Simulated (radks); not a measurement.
Problem. The mean radii <r> (bohr) of the occupied orbitals of an atom or ion are listed with their occupations. All-electron calculation, Dirac Kohn-Sham, PBE, spin-unpolarised, spherical densities, finite nucleus; Fermi nuclear charge, rms radius of each element as measured or else 0.836 A^(1/3) + 0.57 fm. Program: a radial shooting solver on a logarithmic mesh with Libxc functionals.

orbital  occ.      <r>
1s1/2       2  0.01966
2s1/2       2  0.08279
2p1/2       2  0.06875
2p3/2       4  0.07626
3s1/2       2   0.2159
3p1/2       2   0.2057
3p3/2       4   0.2195
3d3/2       4   0.1931
3d5/2       6   0.1973
4s1/2       2   0.4654
4p1/2       2   0.4677
4p3/2       4   0.4926
4d3/2       4   0.4948
4d5/2       6   0.5023
4f5/2       1   0.4912

Name the element and its charge. Open shells, if any, fill j = l - 1/2 first.

Solution. Z = 70, ytterbium, charge +23: Yb23+ in [Kr] 4d10 4f1. The 1s radius gives Z: for a bare nucleus <r> = (2 gamma + 1)/(2Z) with gamma = sqrt(1 - (Z/c)^2), 0.01942 bohr for Z = 70, and screening makes it slightly larger (0.01966 here). The occupations add up to 47, and the charge is Z minus that.
